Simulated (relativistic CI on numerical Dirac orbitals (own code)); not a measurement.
Level scheme of Tl XXVI

Calculated at this level of theory: Dirac-Coulomb-Breit CI, orbitals from a KLI potential per configuration, model QED (radiative potential, 1s self-energy scaled to tabulated hydrogen-like ionisation energies), unscaled Slater integrals (own radial code, finite nucleus).

CI space (outside the closed core [Ar] 3d10): 4s2 4p6 4d10 4f10, 4s2 4p6 4d10 4f9 5s, 4s2 4p6 4d10 4f8 5s2, 4s2 4p6 4d9 4f11, 4s2 4p6 4d10 4f9 5p, 4s2 4p6 4d10 4f8 5s 5p, 4s2 4p6 4d8 4f12, 4s2 4p5 4d10 4f11, 4s2 4p6 4d9 4f10 5s, 4s2 4p6 4d10 4f9 6s, 4s 4p6 4d10 4f11, 4s2 4p4 4d10 4f12, 4p6 4d10 4f12, 4s 4p6 4d9 4f12, 4s 4p5 4d10 4f12. Levels of other configurations are missing.

The lowest level is 4s2 4p6 4d10 4f10 5I_8, with 77 % of that term; Hund's rules for 4s2 4p6 4d10 4f10 give 5I with J = 8, in agreement.

```
No.      Configuration  Term   J   E (eV)   %  Landé g
  1  4s2 4p6 4d10 4f10    5I   8   0.0000  77    1.215
  2  4s2 4p6 4d10 4f10    5I   7   4.0755  90    1.159
  3  4s2 4p6 4d10 4f10    3G   5   4.4023  42    1.199
  4  4s2 4p6 4d10 4f10    5I   6   5.2773  52    1.114
  5  4s2 4p6 4d10 4f10    3D   2   5.3187  29    1.265
  6  4s2 4p6 4d10 4f10    5F   4   7.1160  31    1.103
  7  4s2 4p6 4d10 4f10    5I   5   7.4367  49    1.062
  8  4s2 4p6 4d10 4f10    5F   4   7.5073  26    0.999
  9  4s2 4p6 4d10 4f10    3K   8   7.6932  42    1.096
 10  4s2 4p6 4d10 4f10    5G   6   8.5429  62    1.238
 11  4s2 4p6 4d10 4f10    5S   2   8.7049  50    1.567
 12  4s2 4p6 4d10 4f10    3G   4   9.0244  30    1.135
 13  4s2 4p6 4d10 4f10    5F   3   9.1122  65    1.237
 14  4s2 4p6 4d10 4f10    3D   1   9.3592  46    0.416
 15  4s2 4p6 4d10 4f10    5F   5   9.8603  35    1.251
 16  4s2 4p6 4d10 4f10    3L   9  10.4293  85    1.093
 17  4s2 4p6 4d10 4f10    3K   7  10.6591  57    1.026
 18  4s2 4p6 4d10 4f10    3F   2  10.8456  45    0.817
 19  4s2 4p6 4d10 4f10    5I   4  11.0644  27    1.076
 20  4s2 4p6 4d10 4f10    3H   6  11.5018  56    1.159
 21  4s2 4p6 4d10 4f10    5G   3  11.5375  36    1.054
 22  4s2 4p6 4d10 4f10    5G   5  12.3881  46    1.117
 23  4s2 4p6 4d10 4f10    3M  10  12.4344  93    1.090
 24  4s2 4p6 4d10 4f10    3K   6  12.6523  53    0.948
 25  4s2 4p6 4d10 4f10    5F   2  13.2685  57    1.141
 26  4s2 4p6 4d10 4f10    3F   3  13.3221  32    1.241
 27  4s2 4p6 4d10 4f10    3P   0  13.9647  84         
 28  4s2 4p6 4d10 4f10    3I   5  14.1200  38    0.996
 29  4s2 4p6 4d10 4f10    1L   8  14.1387  48    1.003
 30  4s2 4p6 4d10 4f10    3P   1  14.1676  69    1.076
 31  4s2 4p6 4d10 4f10    1G   4  14.2300  41    1.101
 32  4s2 4p6 4d10 4f10    3G   3  14.3032  40    0.981
 33  4s2 4p6 4d10 4f10    3L   8  14.5696  37    1.015
 34  4s2 4p6 4d10 4f10    3I   7  14.6654  52    1.082
 35  4s2 4p6 4d10 4f10    1D   2  14.8144  28    0.939
 36  4s2 4p6 4d10 4f10    3I   6  14.9347  52    1.029
 37  4s2 4p6 4d10 4f10    3G   4  15.2123  25    1.046
 38  4s2 4p6 4d10 4f10    5G   4  15.6226  51    1.173
 39  4s2 4p6 4d10 4f10    5G   2  15.6523  29    1.100
 40  4s2 4p6 4d10 4f10    5D   4  15.9585  23    1.098
 41  4s2 4p6 4d10 4f10    3F   2  16.2087  38    1.050
 42  4s2 4p6 4d10 4f10    3L   7  16.2179  53    0.961
 43  4s2 4p6 4d10 4f10    3M   9  16.5205  85    1.023
 44  4s2 4p6 4d10 4f10    5D   1  16.7558  68    1.269
 45  4s2 4p6 4d10 4f10    3H   6  16.8989  46    1.036
 46  4s2 4p6 4d10 4f10    5D   3  17.0537  39    1.215
 47  4s2 4p6 4d10 4f10    3H   5  17.4161  55    1.084
 48  4s2 4p6 4d10 4f10    5D   0  17.4412  63         
 49  4s2 4p6 4d10 4f10    3H   4  17.8806  33    0.997
 50  4s2 4p6 4d10 4f10    3G   3  18.2947  45    1.003
 51  4s2 4p6 4d10 4f10    3H   5  18.3947  65    1.029
 52  4s2 4p6 4d10 4f10    3F   4  18.6690  32    1.075
 53  4s2 4p6 4d10 4f10    3I   5  18.6931  43    0.984
 54  4s2 4p6 4d10 4f10    3F   2  18.7310  44    1.003
 55  4s2 4p6 4d10 4f10    3K   7  18.8977  49    1.003
 56  4s2 4p6 4d10 4f10    3G   3  19.3337  57    0.901
 57  4s2 4p6 4d10 4f10    3D   1  19.5558  47    0.705
 58  4s2 4p6 4d10 4f10    1L   8  19.7517  48    1.046
 59  4s2 4p6 4d10 4f10    3P   2  20.0910  33    1.130
 60  4s2 4p6 4d10 4f10    3H   6  20.3339  39    1.069
 61  4s2 4p6 4d10 4f10    3M   8  20.5282  46    0.983
 62  4s2 4p6 4d10 4f10    3F   2  20.7765  33    0.821
 63  4s2 4p6 4d10 4f10    3H   4  21.1772  38    1.070
 64  4s2 4p6 4d10 4f10    3H   5  21.2165  53    1.086
 65  4s2 4p6 4d10 4f10    3F   3  21.3805  60    1.081
 66  4s2 4p6 4d10 4f10    1N  10  21.6543  93    1.003
 67  4s2 4p6 4d10 4f10    1I   6  21.7779  46    1.058
 68  4s2 4p6 4d10 4f10    3H   4  22.4924  40    0.958
 69  4s2 4p6 4d10 4f10    3K   6  22.5491  66    0.957
 70  4s2 4p6 4d10 4f10    3F   3  22.7281  57    1.003
```

Energies count from the lowest computed level.

The mean weight of the leading LS term, summed over parents, in these 70 levels is 49 %, and that of the leading jj configuration (from the same eigenvectors) 66 %, so jj coupling describes them better and the LS labels are nominal.

At this charge energies of transitions that change n are usually good to better than 1 %, and those within a shell (Δn = 0) to a few per cent. Terms inside the open d or f shell come out 10 to 20 % too wide with unscaled integrals.

LS names give the leading component of a level, which can be under half, so a name can repeat, a term be missing and a line seem to break the LS rules.
